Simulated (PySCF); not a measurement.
dimethyl telluride (C2H6Te), singlet, at a GFN2-xTB geometry (all electrons, no relativity). Base run: CAMB3LYP/3-21G in PySCF.

Input for PySCF:
```python
from pyscf import gto, scf, dft

mol = gto.M(
    atom='''
C     1.51403960   -0.61814695    0.97361016
Te    0.01637111    0.19648656   -0.35400888
C    -1.60205503   -0.43829160    0.92933228
H     1.38011691   -1.68745138    1.07645886
H     2.48866467   -0.41855255    0.54994310
H     1.44343271   -0.14926988    1.94678120
H    -1.59498997   -1.51573359    1.03418433
H    -2.53486000   -0.12860379    0.47856174
H    -1.50556944    0.02094119    1.90487761
''',
    basis='3-21g',
    verbose=4,
)

mf = dft.RKS(mol)
mf.xc = 'camb3lyp'
mf.kernel()
```

Each row names what was changed in the base input (with any setting that the change needs).

| change | ΔE vs base (mEh) | SCF cycles |
|---|---|---|
| base | 0.000 | 8 |
| conv_tol = 1e-4 | 0.009 | 4 |
| diis_space = 20 | 0.000 | 8 |
| diis = off; damp = 0.3 (with mf.diis_start_cycle = 200; with mf.max_cycle = 150) | 0.000 | 12 |
| conv_tol = 1e-6 | 0.000 | 6 |
| level_shift = 0.5 (with mf.max_cycle = 100) | 0.000 | 16 |
| damp = 0.5; diis_start_cycle = 5 | 0.000 | 10 |
| diis_space = 12 | 0.000 | 8 |
| diis = off; damp = 0.6 (with mf.diis_start_cycle = 200; with mf.max_cycle = 150) | 0.000 | 21 |
| init_guess = 1e | 0.000 | 10 |
| conv_tol_grad = 1e-3 | 0.000 | 8 |
| init_guess = sap | 0.000 | 9 |
| conv_tol_grad = 1e-7 | 0.000 | 10 |
